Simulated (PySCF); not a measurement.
**Working out the excitation energy of Cl²⁺**

Cl²⁺ [Ne] 3s2 3p3 (4S) → Cl²⁺ [Ne] 3s1 3p4 (4P). Calculation: PySCF 2.14, in x2c-TZVPPall; scalar relativity by spin-free X2C-1e. Frozen: 1s2. Energies in hartree (1 hartree = 27.21139 eV):

| part | Cl²⁺ (lower) | Cl²⁺ (upper) |
| --- | --- | --- |
| UHF | -459.626124 | -459.147302 |
| CCSD correlation | -0.276745 | -0.295820 |
| (T) | -0.004596 | -0.009837 |

**Question.** What does Hartree-Fock give?

**Answer.** (-459.147302) − (-459.626124) = 0.478822 hartree = 13.029 eV.

**Question.** What do CCSD and CCSD(T) give?

**Answer.** The CCSD correlation energies differ by -0.019075 hartree = -0.519 eV and the triples by -0.005241 hartree = -0.143 eV, so CCSD gives 12.510 eV and CCSD(T) 12.367 eV.

The coupled-cluster amplitudes are large, so a single reference is strained.
